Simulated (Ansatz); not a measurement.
Basis sets compared for Mg₅H₁₀ (the lowest singlet isomer of a short search). The state is a singlet with charge 0. Geometry r2SCAN-D4/def2-SVP. Ansatz on 4 threads of Arm Neoverse V1 on a shared host; times are rough, and most runs start from earlier orbitals.

```
atom   x (Å)   y (Å)   z (Å)
 Mg1   0.836  -1.916   1.793
 Mg2  -0.050   2.860  -0.534
 Mg3  -1.015   0.325   0.840
 Mg4  -0.654  -2.034  -0.795
 Mg5   0.650   0.330  -1.685
  H6   0.046  -3.101   0.455
  H7   1.509   1.868  -1.366
  H8   0.583  -0.602   0.023
  H9   2.350  -2.253   2.513
 H10  -0.440   2.031   1.141
 H11  -0.948   1.168  -1.176
 H12   0.101  -1.325  -2.363
 H13  -0.588  -0.807   2.258
 H14  -0.377   4.478  -0.984
 H15  -2.002  -1.025  -0.119
```

The structure comes from a short search, and lower isomers may exist.

Binding counts from free atoms (Mg singlet, H doublet) in the same basis, without a counterpoise term.

```csv
level,functions,energy (Eh),HOMO (eV),LUMO (eV),binding per atom (eV),wall time
HF/STO-3G,55,-991.2800,-6.17,8.06,2.86,0.2 s
PBE-D4/def2-SVP,140,-1005.3770,-5.71,-2.55,1.87,2.2 s
PBE0-D4/def2-SVP,140,-1005.4915,-6.84,-1.89,1.89,2.8 s
```

Estimate the rows for HF/def2-TZVP, PBE-D4/def2-TZVP (with forces), PBE0-D4/def2-TZVP.


| level | functions | energy (Eh) | HOMO (eV) | LUMO (eV) | binding per atom (eV) | wall time |
| --- | --- | --- | --- | --- | --- | --- |
| HF/def2-TZVP | 220 | -1003.8551 | -9.65 | 0.40 | 1.49 | 2.8 s |
| PBE-D4/def2-TZVP (with forces) | 220 | -1005.7532 | -5.70 | -2.51 | 1.89 | 3.7 s |
| PBE0-D4/def2-TZVP | 220 | -1005.8678 | -6.83 | -1.84 | 1.91 | 5.5 s |
